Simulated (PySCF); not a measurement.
Solvent effects on NMR parameters

Geometry:
```tsv
atom	x (Å)	y (Å)	z (Å)
C1	-1.870	-0.978	-0.620
C2	-0.450	-0.594	-0.322
C3	0.617	-1.471	-0.537
C4	1.932	-1.103	-0.260
C5	2.193	0.171	0.243
C6	1.149	1.063	0.467
C7	-0.166	0.686	0.188
O8	-1.144	1.589	0.426
H9	-2.324	-0.322	-1.384
H10	-1.931	-2.006	-1.002
H11	-2.509	-0.931	0.281
H12	0.403	-2.468	-0.932
H13	2.747	-1.808	-0.436
H14	3.218	0.476	0.464
H15	1.328	2.066	0.860
H16	-1.995	1.206	0.188
```

GIAO PBE0/pcSseg-1 in PySCF 2.14 on one PBE0-D3(BJ)/def2-SVP conformer, non-relativistic, equivalent nuclei averaged. Solvents enter as an IEF-PCM continuum (chloroform with ε = 4.7, acetone with ε = 20.5) around the gas-phase geometry. Shifts are referred to TMS computed in the same medium.

Gas phase, δ in ppm: C7 160.7, C3 135.5, C5 134.4, C4 124.2, C2 122.2, C6 118.8, C1 16.0, H14 7.29, H12 7.19, H15 6.98, H13 6.89, H16 4.16, H9/H10/H11 2.16. Dipole moment 1.76 D.

Task: How does each δ change in the continuum?

Result: 
```json
{"atoms": "C7", "environment": "aromatic carbon bearing oxygen", "Δδ, chloroform": "+0.9", "Δδ, acetone": "+1.2"}
{"atoms": "C3", "environment": "aromatic CH", "Δδ, chloroform": "+1.3", "Δδ, acetone": "+1.8"}
{"atoms": "C5", "environment": "aromatic CH", "Δδ, chloroform": "+0.2", "Δδ, acetone": "+0.3"}
{"atoms": "C4", "environment": "aromatic CH", "Δδ, chloroform": "+0.7", "Δδ, acetone": "+0.9"}
{"atoms": "C2", "environment": "substituted aromatic carbon", "Δδ, chloroform": "+3.4", "Δδ, acetone": "+4.6"}
{"atoms": "C6", "environment": "aromatic CH", "Δδ, chloroform": "0.0", "Δδ, acetone": "0.0"}
{"atoms": "C1", "environment": "methyl carbon on an aromatic ring", "Δδ, chloroform": "+0.2", "Δδ, acetone": "+0.4"}
{"atoms": "H14", "environment": "hydrogen on an aromatic CH", "Δδ, chloroform": "+0.10", "Δδ, acetone": "+0.14"}
{"atoms": "H12", "environment": "hydrogen on an aromatic CH", "Δδ, chloroform": "+0.19", "Δδ, acetone": "+0.26"}
{"atoms": "H15", "environment": "hydrogen on an aromatic CH", "Δδ, chloroform": "+0.05", "Δδ, acetone": "+0.07"}
{"atoms": "H13", "environment": "hydrogen on an aromatic CH", "Δδ, chloroform": "+0.12", "Δδ, acetone": "+0.17"}
{"atoms": "H16", "environment": "hydrogen on a phenol-type oxygen", "Δδ, chloroform": "+0.65", "Δδ, acetone": "+0.89"}
{"atoms": "H9/H10/H11", "environment": "hydrogen on a methyl carbon on an aromatic ring", "Δδ, chloroform": "+0.12", "Δδ, acetone": "+0.17"}
```

Changes are relative to the gas phase. The dipole moment becomes 2.22 D in chloroform, 2.39 D in acetone.

Task: Which nuclei move most (in ppm), and what does the model miss?

Result: C2 (substituted aromatic carbon, +4.6 ppm) in acetone. A continuum only polarises the solute; specific hydrogen bonds, the anisotropy of aromatic solvents and changes of geometry or conformer are outside it.
